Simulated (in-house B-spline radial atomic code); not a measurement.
# Ionising Pt⁴⁺ with different functionals

Computed with an all-electron radial atomic-structure program (B-spline basis): four-component Dirac-Coulomb Hamiltonian, Fermi nucleus of rms radius 5.427 fm, spin-restricted, spherical fractional occupations for the functionals. The ionisation energy is the difference of two self-consistent energies, [Xe] 4f14 5d6 → [Xe] 4f14 5d5, without Breit or QED terms; ε is the level of the shell that loses the electron (mean over j). The electron is taken from both j subshells in proportion to 2j + 1, so the result is a j average, not the step between ground levels.

Hybrids are left out here: with spherical fractional occupations of an open shell their exact exchange keeps a self-interaction that integer-occupation calculations don't have.

```
           method  rung  ΔSCF (eV)  -ε(5d) (eV)
         LDA VWN5   LDA          ?            ?
 relativistic LDA   LDA      60.37        53.01
         LDA PW92   LDA          ?            ?
LDA exchange-only   LDA      58.67        51.34
              PBE   GGA      60.05        52.69
           PBEsol   GGA      60.08        52.72
             BLYP   GGA      59.91        52.55
             RPBE   GGA      59.97        52.61
             PW91   GGA      60.13        52.77
             BP86   GGA      60.15        52.79
             AM05   GGA      60.09        52.73
             OLYP   GGA      60.20        52.82
```

Question: What does LDA PW92 give?

Answer: ΔSCF 60.35 eV, and -ε(5d) = 52.99 eV.

Question: What does LDA VWN5 give?

Answer: ΔSCF 60.36 eV, and -ε(5d) = 53.00 eV.

Question: How do they compare with the NIST value?

Answer: NIST lists 56 eV ± 1.9 (tabulated theory, ground level to ground level). Errors run from +2.67 to +4.37 eV. The correlated functionals all miss on the same side by more than they spread, so the cause is common to them (Breit-QED terms, spin polarisation, the choice among j levels, multiplet and fine-structure energies, or a listed next ion that isn't the cheapest removal here) and closeness doesn't rank the functionals.
